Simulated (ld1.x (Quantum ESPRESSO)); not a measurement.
**What one change does to a pseudopotential (Sn (Z = 50), TM semilocal)**

ld1.x (Quantum ESPRESSO) 7.5 input, shortened:

```
&input
   title='Sn', zed=50., rel=1, dft='PBESOL', iswitch=3,
   config='[Kr] 4d10 5s2 5p1'
 /
 &inputp
   pseudotype=1, tm=.true., lloc=1,
   nlcc=.true.
 /
2
5S  1  0   2.00   0.00  1.70  1.70  0.0
5P  2  1   1.00   0.00  1.80  1.80  0.0
 &test
   configts(1)='5s2 5p1'
 /
```

All-electron outer shells of the reference configuration (PBEsol, scalar-relativistic, ld1.x):

```tsv
shell	level (eV)	outermost node (bohr)	outermost maximum (bohr)
5s	-17.88	0.98	1.99
5p	-10.28	1.08	2.43
```

Change: wave 5p (bound): rc 1.80 bohr becomes 5p (bound): rc 2.42 bohr.

Cutoffs: the cutoffs (Ry, on a coarse ladder) from which the occupation-weighted sum of valence levels, in a spherical-Bessel basis at the reference potential, stays within 10 and 1 mRy of its value at 400 Ry; they do not see the model core or the augmentation charge, which bear on the density cutoff. Errors are all-electron minus pseudo energies relative to the spin-unpolarised reference configuration.

Problem. How do hardness, ghosts and transferability respond?

Solution. The potential gets softer (30 Ry and 60 Ry → 25 Ry and 55 Ry); of the 7 tests that both files solve, the error grows in 4 and shrinks in 0 by more than 15 % and 0.3 meV (median size 4.1 → 9.0 meV); neither file shows a bound ghost. A larger radius leaves more room for a smooth pseudo-wave, so fewer plane waves are needed. More of the atom is replaced by a form fitted at one configuration, so other configurations suffer. A semilocal file is local in each channel, so a ghost entry of none says nothing of the separable form that plane-wave codes build from it.

```tsv
quantity	base	changed
cutoff, loose	30 Ry	25 Ry
cutoff, tight	60 Ry	55 Ry
loose cutoff by channel (10 mRy a level)	s 21 Ry, p 25 Ry	s 21 Ry, p 8 Ry
bound ghosts	none	none
error for 5s2 5p2, meV [ΔE -6.90 eV]	-3.4	-4.4
error for 5s2 5p0, meV [ΔE 13.97 eV]	-29	-29
error for 5s1 5p0, meV [ΔE 44.99 eV]	-275	-267
error for 5s2 5p2.3, meV [ΔE -7.75 eV]	-4.1	-5.8
error for 5s2 5p1.5, meV [ΔE -4.27 eV]	-1.1	-1.3
error for 5s0 5p4, meV [ΔE 7.35 eV]	-30	-49
error for 5s1 5p3, meV [ΔE 0.11 eV]	-3.9	-9.0
```
